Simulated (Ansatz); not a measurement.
Reaction (atomization): `N=C(N)[Se][SiH3]` → C• + 6 H• + 2 N• + Se• + Si•

Isolated molecules relaxed with PBE0-D4/def2-TZVP in Ansatz; ΔE leaves out vibrations. CCSD(T)/CBS adds triple-zeta CCSD(T) − MP2 to the extrapolated MP2 energy (def2 sets, frozen cores). This one scheme is used for every species, atoms too. Functionals use def2-TZVPP. No spin–orbit coupling; open shells (•) take unrestricted orbitals. Spin–orbit coupling would lower the free atoms: a little for C, Si; clearly for Se. For Se outer-core shells are correlated without core-valence functions, so the limit isn't a true one: a few kJ/mol of doubt a bond, and 10 to 20 or more in all where bonds break to atoms. Scalar relativity is left out up to krypton. Each species was taken in one conformer, which may not be the lowest.

`N=C(N)[Se][SiH3]`:

Cartesian coordinates in Å:
```
N 0.064 0.912 1.427
C -0.073 -0.294 1.080
N 0.413 -1.325 1.819
Se -1.058 -0.967 -0.482
Si -0.242 0.599 -1.917
H -0.453 1.561 0.847
H 0.624 -2.191 1.356
H 0.995 -1.064 2.600
H -0.639 1.967 -1.495
H -0.867 0.282 -3.224
H 1.236 0.521 -2.011
```

| level | ΔE (kJ/mol) |
| --- | --- |
| r2SCAN-D4 | 3736.7 |
| MP2/def2-QZVPP | 3734.3 |

Problem. What does CCSD(T)/CBS give? (Estimate.)

Solution. The calculation gave: +3733.7 kJ/mol. The listed levels differ from it by 3.0, 0.6 kJ/mol.

Largest T1 diagnostic among the species: 0.013.

From PBE to PBE0 (25 % exact exchange), in def2-TZVPP and without D4, ΔE moves by −98.3 kJ/mol: exact exchange takes away binding that semilocal exchange gives to molecules. In def2-TZVPP, CCSD(T) changes the Hartree–Fock value by +1129.1 kJ/mol (the triples alone add +76.5 kJ/mol) and MP2 by +1182.8 kJ/mol; breaking electron pairs costs correlation energy, which Hartree–Fock lacks.

For atomizations the MP2-based limit and the directly extrapolated one differ by several kJ/mol either way, and by 10 to 25 for some Ge, Se and Sn compounds, so smaller differences from it don't rank the levels.
